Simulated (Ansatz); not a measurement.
Born–Oppenheimer molecular dynamics of CH$_{2}$ClNSSi (7 atoms, charge 0, multiplicity 1). It goes on from the last frame of an earlier run, with new velocities.

Theory: Ansatz, RKS B3LYP-D4/STO-3G.

```json
{
  "ensemble": "NVT, Langevin thermostat",
  "time step": "2.5 fs",
  "steps asked": "120",
  "set temperature": "700 K",
  "friction": "0.05 /fs",
  "seed": "824853"
}
```

First frame:

```xyz
7
Properties=species:S:1:pos:R:3
S -1.789 0.079 1.386
Si 0.115 -0.112 0.354
Cl 1.178 -1.861 0.750
C 1.065 0.908 -0.682
N 0.396 0.137 -1.509
H -2.498 -0.291 0.253
H 1.778 1.732 -0.930
```

Question: How far do the bonds stretch over the last three quarters of this one trajectory? (Pairs bonded in most of those frames.)

Answer: 
```json
{"bond": "S1–Si2", "mean (Å)": "2.144", "spread (Å)": "0.051", "shortest": "2.07", "longest": "2.27"}
{"bond": "S1–H6", "mean (Å)": "1.368", "spread (Å)": "0.037", "shortest": "1.29", "longest": "1.44"}
{"bond": "Si2–Cl3", "mean (Å)": "2.114", "spread (Å)": "0.063", "shortest": "2.02", "longest": "2.31"}
{"bond": "Si2–C4", "mean (Å)": "1.768", "spread (Å)": "0.047", "shortest": "1.69", "longest": "1.88"}
{"bond": "Si2–N5", "mean (Å)": "1.853", "spread (Å)": "0.045", "shortest": "1.76", "longest": "1.95"}
{"bond": "C4–N5", "mean (Å)": "1.347", "spread (Å)": "0.026", "shortest": "1.29", "longest": "1.40"}
{"bond": "C4–H7", "mean (Å)": "1.106", "spread (Å)": "0.023", "shortest": "1.06", "longest": "1.16"}
```

Mean temperature of the second half: 612 K. The mean temperature of the second half is 13 % below the set value. A step of 2.5 fs is long for free X–H stretches (periods near 10 fs) and can bias their spread and the temperature. A run of 0.3 ps of so small a system gives no equilibrium averages. Limits of this set-up: minimal basis.

Run time: 4.1 min on 1 thread of Arm Neoverse V1, on a shared host, peak memory 0.1 GiB.
